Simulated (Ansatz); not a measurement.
Two structures of AlH5O3, closed shell, reached by relaxing down either side of one saddle point (PBE0-D4/def2-TZVP). Energies are electronic, without zero-point energy. Program: Ansatz 0.2.0. Basis: def2-TZVPP and def2-QZVPP. Cores are frozen in the correlated methods. Extrapolation: Hartree–Fock as exp(−7.88 √X), correlation as X^−2.97. First:

```tsv
atom	x (Å)	y (Å)	z (Å)
Al1	0.3144	-0.3208	-0.2129
O2	1.0765	0.4575	-1.5027
O3	1.2436	-0.5295	1.1843
O4	-1.2305	-0.9776	-0.4592
H5	-0.3185	1.7918	0.7298
H6	-0.9868	1.5501	0.4825
H7	0.6515	0.5443	-2.3537
H8	0.9482	-0.9901	1.9656
H9	-1.6984	-1.5258	0.1661
```

Second:

```
9
angstrom
Al -0.2250 0.1354 0.5780
O 0.7037 0.8005 -1.0548
O 0.9268 -0.4994 1.6649
O -1.0475 -0.9186 -0.5307
H 0.5644 1.7337 -1.2477
H -0.9385 1.4599 1.0782
H 0.2024 0.2757 -1.7022
H 1.3962 -1.3158 1.5081
H -1.5825 -1.6714 -0.2941
```

(1) Which bonds change from the first to the second?

(2) Give the saddle point's structure and its height above each. (To be estimated.)

No T1 diagnostic of these runs exceeds 0.013.

## Answers

(1) AlH₃O₃ ([OH][Al]([OH])[OH]) + H₂ → AlH₃O₂ ([OH][AlH][OH]) + H₂O (still joined by a long Al–O bond); bonds formed: Al1–H6, O2–H5; bonds broken: H5–H6; bonds weakened to dative contacts: Al1–O2.

(2) The calculation gives: 25.91 kcal/mol above the first and 18.90 kcal/mol above the second (CCSD(T) at an estimated basis limit (MP2 extrapolated from triple and quadruple zeta, plus CCSD(T) − MP2 in triple zeta)).
```json
{"atom": "Al1", "x (Å)": "0.0006", "y (Å)": "-0.0784", "z (Å)": "0.2350"}
{"atom": "O2", "x (Å)": "0.7613", "y (Å)": "0.8759", "z (Å)": "-1.1384"}
{"atom": "O3", "x (Å)": "1.0028", "y (Å)": "-0.4798", "z (Å)": "1.5365"}
{"atom": "O4", "x (Å)": "-1.1793", "y (Å)": "-1.0831", "z (Å)": "-0.4615"}
{"atom": "H5", "x (Å)": "0.0335", "y (Å)": "1.5715", "z (Å)": "-0.4440"}
{"atom": "H6", "x (Å)": "-0.5484", "y (Å)": "1.5753", "z (Å)": "0.4610"}
{"atom": "H7", "x (Å)": "0.4213", "y (Å)": "0.7278", "z (Å)": "-2.0272"}
{"atom": "H8", "x (Å)": "1.1940", "y (Å)": "-1.3661", "z (Å)": "1.8330"}
{"atom": "H9", "x (Å)": "-1.6858", "y (Å)": "-1.7430", "z (Å)": "0.0054"}
```

Labels in which every atom is bracketed show which atoms are joined, not bond orders.

For scale, one of the runs: CCSD(T)/def2-TZVPP, 205 basis functions, launched by `ansatz run in.yaml --threads 4 --pin off --events-out ev --progress --plain --max-ram 9574MiB`. Time: 54 s of wall clock on 4 CPU threads of an Arm Neoverse V1; the host was shared. Peak host memory: 2.7 GiB.
